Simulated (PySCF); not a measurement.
Compound: C6H5F5.
Bonds: C1–C2 (double), C2–C3, C3–C4 (double), C3–C5, C5–F6, C5–F7, C5–C8, C8–F9, C8–F10, C8–F11. Hydrogens: H12, H13 on C1; H14 on C2; H15, H16 on C4.

Computed with PBE0-D3(BJ)/def2-SVP geometry optimisation, gas phase (PySCF).

Task: Give the optimised bond lengths and angles.

Result: 
```tsv
bond	length (pm)	order
C1=C2	133.9	double
C2–C3	146.4	single
C3=C4	134.3	double
C3–C5	151.3	single
C5–F6, C5–F7	134.9	single
C5–C8	154.6	single
C8–F9, C8–F10, C8–F11	132.7	single
C1–H12	109.0	single
C1–H13	109.2	single
C2–H14	109.6	single
C4–H15	109.0	single
C4–H16	109.3	single
```

Bonds in one row agree within 1 pm and their mean is given. Orders are formal, as drawn. A selection of angles:
```tsv
angle	degrees
C2–C1–H12	123.0
C2–C1–H13	119.8
H12–C1–H13	117.2
C1–C2–C3	129.0
C1–C2–H14	118.1
C3–C2–H14	112.9
C2–C3–C4	121.1
C2–C3–C5	121.3
C4–C3–C5	117.6
C3–C4–H15	121.7
C3–C4–H16	120.4
H15–C4–H16	117.9
C3–C5–F6	111.8
C3–C5–C8	113.9
F6–C5–F7	107.4
F6–C5–C8	107.0
F7–C5–C8	105.5
C5–C8–F9	109.8
C5–C8–F11	111.0
F9–C8–F10	108.7
F10–C8–F11	108.5
```

Dihedral angles: C1–C2–C3–C4 179° (antiperiplanar); C2–C3–C5–F6 40° (synclinal); C3–C5–C8–F9 -60° (synclinal). The mirror-image conformer, all signs reversed, is as good.

The 5 C–F bonds span 1.325 Å (C8–F10, drawn single) to 1.349 Å (C5–F7, drawn single), a spread of 0.024 Å. The C–C distances run from 1.339 Å (C1=C2, drawn double) to 1.546 Å (C5–C8, drawn single), a spread of 0.207 Å. Of the pairs four or more bonds apart, F7···H15 is among the closest relative to their van der Waals radii: 2.31 Å, 87 % of the sum of Bondi's values.

Point group: C1 (no symmetry element, even within 0.4 Å). No PBE0-D3(BJ)/def2-SVP frequencies stand behind this structure, so it isn't proved a minimum. The numbers are those of one conformer.
